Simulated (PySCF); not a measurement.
C4H7FSi, SMILES C[Si@@H](C=C=C)F. Coordinates come from a PBE-D3(BJ)/def2-SVP optimisation. The structure was generated by enumeration; whether it is a known compound was not checked. The values are those of a single conformer.

Computed equilibrium geometry at PBE-D3(BJ)/def2-SVP (PySCF confirms it by a frequency run) as Cartesian coordinates in Å (one conformer of several):
```xyz
13

C      2.1684     1.5061    -1.1727
C      1.3074     0.5090    -1.1630
C      0.4149    -0.4614    -1.1096
Si    -0.9155    -0.4744     0.2098
C     -0.9195     1.1200     1.1849
F     -0.6177    -1.7320     1.2340
H      1.9770     2.4225    -1.7559
H      3.1153     1.4478    -0.6099
H      0.4653    -1.2818    -1.8515
H     -2.2479    -0.7691    -0.4197
H     -1.2283     1.9676     0.5397
H      0.0927     1.3422     1.5783
H     -1.6242     1.0579     2.0380
```
Charge 0, spin multiplicity 1.
